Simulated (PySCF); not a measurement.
Geometry:
```json
{"atom": "C1", "x (Å)": "-0.276", "y (Å)": "1.444", "z (Å)": "0.191"}
{"atom": "N2", "x (Å)": "-0.044", "y (Å)": "0.025", "z (Å)": "0.273"}
{"atom": "C3", "x (Å)": "-1.243", "y (Å)": "-0.773", "z (Å)": "0.275"}
{"atom": "Si4", "x (Å)": "1.486", "y (Å)": "-0.664", "z (Å)": "-0.170"}
{"atom": "H5", "x (Å)": "-0.758", "y (Å)": "1.754", "z (Å)": "-0.759"}
{"atom": "H6", "x (Å)": "-0.935", "y (Å)": "1.780", "z (Å)": "1.014"}
{"atom": "H7", "x (Å)": "0.670", "y (Å)": "1.999", "z (Å)": "0.281"}
{"atom": "H8", "x (Å)": "-1.827", "y (Å)": "-0.685", "z (Å)": "-0.665"}
{"atom": "H9", "x (Å)": "-1.002", "y (Å)": "-1.838", "z (Å)": "0.417"}
{"atom": "H10", "x (Å)": "-1.912", "y (Å)": "-0.474", "z (Å)": "1.103"}
{"atom": "H11", "x (Å)": "1.590", "y (Å)": "-2.012", "z (Å)": "0.466"}
{"atom": "H12", "x (Å)": "1.710", "y (Å)": "-0.853", "z (Å)": "-1.647"}
{"atom": "H13", "x (Å)": "2.561", "y (Å)": "0.247", "z (Å)": "0.328"}
```

Geometry: PBE0-D3(BJ)/def2-SVP; GIAO shifts from PySCF 2.14, gas phase, non-relativistic, averaged over equivalent atoms.

At PBE0/pcSseg-1 (120 basis functions, 8.4 s wall time on 1 thread of an Arm Neoverse V1, shared host):
```
             atoms  δ (ppm)
             C1/C3     40.7
                N2      6.7
               Si4    -41.9
       H11/H12/H13     4.61
H5/H6/H7/H8/H9/H10     2.47
```

Referencing at the same level of theory: $^{13}$C (σ = 184.41 ppm) and $^{29}$Si (σ = 351.99 ppm) and $^{1}$H (σ = 31.27 ppm) against TMS; $^{15}$N (σ = 265.67 ppm) against NH3.

Predict the values at B3LYP/pcSseg-2 on the same geometry.

## Answers


```
             atoms  δ at B3LYP/pcSseg-2  change
             C1/C3                 42.4    +1.7
                N2                 12.4    +5.7
               Si4                -48.3    -6.4
       H11/H12/H13                 4.63   +0.02
H5/H6/H7/H8/H9/H10                 2.59   +0.12
```

References, each an isolated molecule treated in the same way: $^{13}$C (179.19 ppm), $^{29}$Si (324.61 ppm), $^{1}$H (31.39 ppm) vs TMS; $^{15}$N (258.52 ppm) against NH3.

The largest change is at Si4 (silicon bonded to N, 3 H). Cost: 277 basis functions, 31 s wall time on 1 thread of an Arm Neoverse V1, shared host.

Experimental scales use liquid or dissolved standards, which lie at an offset from isolated NH3 (liquid NH3: subtract about 20 ppm).
